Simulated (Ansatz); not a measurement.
# Ligand exchange: AlH2(SH) + SnH(SH)3 → AlH(SH)2 + SnH2(SH)2

Species: AlH2(SH), singlet; SnH(SH)3, singlet; AlH(SH)2, singlet; SnH2(SH)2, singlet. The partners trade H for SH: Al–H and Sn–SH bonds give way to Al–SH and Sn–H.

Shapes, held fixed at every level: PBE0-D4/def2-TZVP. Flexible molecules stand in one conformer, not always the lowest. Programs: Ansatz 0.2.0. Electronic energies: no zero-point or thermal term.

```csv
level,kind,ΔE (kJ/mol),less CCSD(T)/def2-TZVPP
HF/def2-SVP,Hartree–Fock,-50.9,+1.0
HF/def2-TZVPP,Hartree–Fock,-53.3,-1.4
B3LYP-D4/def2-TZVPP,global hybrid,-45.4,+6.5
r2SCAN0-D4/def2-TZVPP,global hybrid,-52.9,-1.0
MP2/def2-TZVPP,perturbation theory,-48.7,+3.2
CCSD(T)/def2-SVP,coupled cluster or CI,-48.1,+3.8
CCSD/def2-TZVPP,coupled cluster or CI,-53.3,-1.4
CCSD(T)/def2-TZVPP,coupled cluster or CI,-51.9,0.0
```

The highest level, CCSD(T)/def2-TZVPP, gives ΔE = -51.9 kJ/mol; the levels span -53.3 to -45.4. The column of differences is taken from that level and isn't an error. No measured value is set beside it here. For atoms past krypton def2 sets carry core potentials with scalar relativity. Outer-core shells of Sn are correlated, in sets that cover them unevenly.
